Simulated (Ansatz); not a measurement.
Frontier orbitals of CH6AlFOSi (`[CH3][AlH][SiH](O)F`).

```xyz
11

C    -1.988    0.208    0.194
Al   -0.468   -1.010    0.378
Si    1.786   -0.207   -0.284
O     2.007    1.401   -0.002
F     1.929   -0.493   -1.867
H    -2.951   -0.302    0.272
H    -1.966    0.753   -0.754
H    -1.955    0.964    0.988
H    -0.664   -2.476    0.967
H     2.971   -0.837    0.354
H     1.299    1.999   -0.246
```

The species carries charge 0 and has multiplicity 1. The geometry is a stationary point of PBE0-D4/def2-TZVP. It is one conformer, not always the lowest. Basis def2-TZVPP, the Gaussian-basis code of Ansatz.

```json
{"functional": "PBE", "HOMO (eV)": "-6.02", "LUMO (eV)": "-2.67", "gap (eV)": "3.35"}
{"functional": "BLYP", "HOMO (eV)": "-5.91", "LUMO (eV)": "-2.54", "gap (eV)": "3.37"}
{"functional": "PBE0", "HOMO (eV)": "-7.20", "LUMO (eV)": "-1.92", "gap (eV)": "5.28"}
{"functional": "HSE06 (plane-wave form)", "HOMO (eV)": "-6.80", "LUMO (eV)": "-2.29", "gap (eV)": "4.51"}
{"functional": "LC-ωPBE", "HOMO (eV)": "-9.78", "LUMO (eV)": "0.13", "gap (eV)": "9.91"}
{"functional": "ωB97M-V", "HOMO (eV)": "-9.22", "LUMO (eV)": "-0.29", "gap (eV)": "8.93"}
{"functional": "HF", "HOMO (eV)": "-9.99", "LUMO (eV)": "0.84", "gap (eV)": "10.83"}
```

A quarter of exact exchange (PBE0) shifts PBE's HOMO by −1.18 eV and its LUMO by +0.75 eV; full exchange at long range (ωB97M-V) shifts them by −3.21 and +2.38 eV. The gap opens from 3.34 to 8.93 eV, since occupied levels lose self-interaction and empty ones feel all the electrons.

LC-ωPBE has ω = 0.4 bohr⁻¹.
